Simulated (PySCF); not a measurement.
# How methods differ on the ionisation energy of Ba

Ba [Xe] 6s2 (1S) → Ba⁺ [Xe] 6s1 (2S), as a difference of total energies. All numbers are calculated (PySCF 2.14, scalar relativity by spin-free X2C-1e, in ANO-RCC-VTZP). Correlated levels: valence: [Xe] frozen; valence and next inner shell: [Kr] 4d10 frozen. The calculations carry no spin-orbit coupling.

Problem. Order these methods by the ionisation energy they give, lowest first.
A. SCS-MP2 (valence and next inner shell)
B. PBE
C. r2SCAN
D. LDA

Solution. C (5.003 eV), A (5.126 eV), B (5.283 eV), D (5.460 eV).

Errors of the correlated levels include the incompleteness of this basis and the frozen core.

For comparison: 5.212 eV (measured; NIST Atomic Spectra Database, ionization energies).
